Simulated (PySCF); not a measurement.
Compound: C5H11NO2.
Atom-mapped SMILES: `[CH3:1][CH2:2][NH:3][C:4](=[O:5])[CH2:6][O:7][CH3:8]` (hydrogens: H9, H10, H11 on C1; H12, H13 on C2; H14 on N3; H15, H16 on C6; H17, H18, H19 on C8)

A PySCF run (density fitting, gas phase, GFN2-xTB geometry) gave HOMO -8.53 eV, LUMO 0.97 eV, dipole 3.76 D and E = -401.852 Eh.

Task: Which of these levels was it?
A. BP86/6-31G-J
B. PBE0/pcSseg-1
C. BHandHLYP/def2-SVPD
D. PBE0/def2-SVPD

Result: C. It is BHandHLYP/def2-SVPD. All candidates on this geometry:

```
                                            level and settings           kind  basis functions  SCF cycles     E (Eh)  HOMO (eV)  LUMO (eV)  dipole (D)
BP86/6-31G-J, grid level 3, fitting basis def2-universal-jkfit            GGA              140          12  -402.3167      -5.43       0.09        3.52
                                                PBE0/def2-SVPD  global hybrid              254          14  -401.6342      -7.27       0.52        3.63
                                                 PBE0/pcSseg-1  global hybrid              191          14  -401.8556      -7.16       1.03        3.57
                                           BHandHLYP/def2-SVPD  global hybrid              254          14  -401.8523      -8.53       0.97        3.76
```

The nearest other candidate, by the summed differences of HOMO and LUMO, is PBE0/pcSseg-1: its HOMO differs by +1.37 eV and its LUMO by +0.06 eV. Cycle counts include a coarse-grid stage where the run had one.

The values belong to the conformer `[CH3:1][CH2:2][NH:3][C:4](=[O:5])[CH2:6][O:7][CH3:8]`: C1–C2–N3–C4 -114°, C2–N3–C4–O5 -4°, N3–C4–C6–O7 -2°, C4–C6–O7–C8 180°.
